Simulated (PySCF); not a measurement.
ReO₄, SMILES [O]=[Re-](=[O])(=[O])=[O], charge -1, multiplicity 1.

Geometry optimised at PBE0-D3(BJ)/def2-SVPD. The multiplicity is an assumed one; other spin states were not compared. The isomer is the one that the SMILES or the coordinates give; other isomers of the formula were not compared. The def2 effective core potentials stand for the cores of Re; spin–orbit coupling is left out.

Calculation: PBE0-D3(BJ)/def2-SVPD (PySCF).

Frequencies are harmonic and unscaled.

Modes within 1.5 cm⁻¹ of each other (mostly degenerate sets) share a row, with their intensities summed.

Computed harmonic wavenumbers and intensities:
| mode | ν (cm⁻¹) | IR (km/mol) | moving atoms (share of kinetic energy) |
|---|---|---|---|
| 1–3 | 330 | 33.8 | O 86 %, Re 14 % |
| 4–5 | 337 | 0.0 | O 100 % |
| 6–8 | 943 | 862.6 | O 88 %, Re 12 % |
| 9 | 1000 | 0.0 | O 100 % |
